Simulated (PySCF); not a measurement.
ECD: `N[C@@H]1[C@H]2CC[C@@H](N)[C@@H]12`, C6H12N2

Molfile (atoms numbered from 1):
```
C6H12N2
     RDKit          3D

 20 21  0  0  0  0  0  0  0  0999 V2000
    2.6296   -0.7192   -0.5300 N   0  0  0  0  0  0  0  0  0  0  0  0
    1.2883   -0.2149   -0.5433 C   0  0  2  0  0  0  0  0  0  0  0  0
    0.8919    0.8380    0.4432 C   0  0  1  0  0  0  0  0  0  0  0  0
   -0.2089    1.7964    0.0432 C   0  0  0  0  0  0  0  0  0  0  0  0
   -1.3352    0.9030   -0.4904 C   0  0  0  0  0  0  0  0  0  0  0  0
   -1.1701   -0.4692    0.1911 C   0  0  1  0  0  0  0  0  0  0  0  0
   -1.5403   -1.5327   -0.7332 N   0  0  0  0  0  0  0  0  0  0  0  0
    0.3002   -0.5420    0.5543 C   0  0  1  0  0  0  0  0  0  0  0  0
    2.6585   -1.6581   -0.9145 H   0  0  0  0  0  0  0  0  0  0  0  0
    2.9898   -0.7552    0.4178 H   0  0  0  0  0  0  0  0  0  0  0  0
    0.9043   -0.1500   -1.5523 H   0  0  0  0  0  0  0  0  0  0  0  0
    1.6330    1.1916    1.1468 H   0  0  0  0  0  0  0  0  0  0  0  0
    0.1211    2.5197   -0.7033 H   0  0  0  0  0  0  0  0  0  0  0  0
   -0.5433    2.3460    0.9261 H   0  0  0  0  0  0  0  0  0  0  0  0
   -1.2331    0.7574   -1.5654 H   0  0  0  0  0  0  0  0  0  0  0  0
   -2.3182    1.3321   -0.2998 H   0  0  0  0  0  0  0  0  0  0  0  0
   -1.7636   -0.4978    1.1256 H   0  0  0  0  0  0  0  0  0  0  0  0
   -1.3749   -2.4397   -0.3104 H   0  0  0  0  0  0  0  0  0  0  0  0
   -2.5268   -1.4720   -0.9613 H   0  0  0  0  0  0  0  0  0  0  0  0
    0.5923   -1.2228    1.3432 H   0  0  0  0  0  0  0  0  0  0  0  0
  1  2  1  0
  2  3  1  0
  3  4  1  0
  4  5  1  0
  5  6  1  0
  6  7  1  0
  6  8  1  0
  8  2  1  0
  8  3  1  0
  1  9  1  0
  1 10  1  0
  2 11  1  6
  3 12  1  1
  4 13  1  0
  4 14  1  0
  5 15  1  0
  5 16  1  0
  6 17  1  1
  7 18  1  0
  7 19  1  0
  8 20  1  1
M  END
```

Method: PySCF 2.14.0, TDDFT B3LYP/def2-SVPD circular dichroism and optical rotation, one conformer, gas phase. Geometry: GFN2-xTB.

The molecule is flexible and this is one conformer; a measurement averages over conformers. States above about 6.0 eV (minus the energy of the highest occupied orbital) lie near or above the ionisation threshold and depend on the basis.

Q: What are the CIP labels of the stereocentres?

A: C2 R, C3 S, C6 R, C8 S.

Q: Which excitations and rotatory strengths does the calculation give?

A: Rotatory strengths R in 10⁻⁴⁰ esu² cm², velocity form and length form (origin at the centre of mass); f in length form.
| state | E (eV) | λ (nm) | f | R (velocity) | R (length) | main |
| --- | --- | --- | --- | --- | --- | --- |
| 1 | 5.57 | 223 | 0.007 | -9.3 | -8.6 | HOMO→LUMO 0.83, HOMO→LUMO+2 0.14 |
| 2 | 5.88 | 211 | 0.010 | -4.6 | -4.7 | HOMO→LUMO+2 0.69, HOMO−1→LUMO 0.12 |
| 3 | 6.01 | 206 | 0.0005 | -4.1 | -4.2 | HOMO→LUMO+1 0.72, HOMO−1→LUMO 0.17 |
| 4 | 6.17 | 201 | 0.025 | +3.5 | +4.2 | HOMO−1→LUMO 0.60, HOMO→LUMO+1 0.14 |
| 5 | 6.29 | 197 | 0.005 | -5.4 | -5.4 | HOMO→LUMO+3 0.88 |
| 6 | 6.74 | 184 | 0.033 | +4.2 | +4.4 | HOMO−1→LUMO+1 0.85 |
| 7 | 6.86 | 181 | 0.004 | -1.5 | -1.7 | HOMO−1→LUMO+2 0.73, HOMO→LUMO+4 0.15 |
| 8 | 6.95 | 178 | 0.004 | +10.5 | +10.3 | HOMO−1→LUMO+3 0.51, HOMO→LUMO+4 0.23 |

Among the states computed, the strongest CD band (largest |R|) is state 8. The largest dissymmetry factor in size, g = 4R/(D+G), with D and G the electric and magnetic dipole strengths, is -0.043 for state 3 (velocity form, f = 0.0009), among bands with |R| over 0.5. The mirror image has the same energies and oscillator strengths and all R with the opposite sign.
